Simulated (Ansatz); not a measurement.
`CO[Si](O)([SiH3])Cl`, charge 0, multiplicity 1.

Task: Give a relaxed structure at PBE0-D4/def2-TZVP (Ansatz 0.2.0). (Best estimate.)

Result: Ansatz gave: 
Z-matrix (Å, degrees):
```
C
O 1 1.412
H 1 1.094 2 111.1
H 1 1.095 2 111.3 3 -121.5
H 1 1.090 2 107.9 3 119.5
Si 2 1.630 1 126.5 3 56.6
Si 6 2.333 2 114.6 1 70.1
O 6 1.626 2 108.2 1 -169.0
Cl 6 2.073 2 107.1 1 -49.9
H 7 1.486 6 110.5 2 63.5
H 7 1.485 6 110.1 2 -175.2
H 7 1.488 6 108.6 2 -55.9
H 8 0.960 6 118.3 2 52.9
```
This is one stationary point; other conformers may exist.
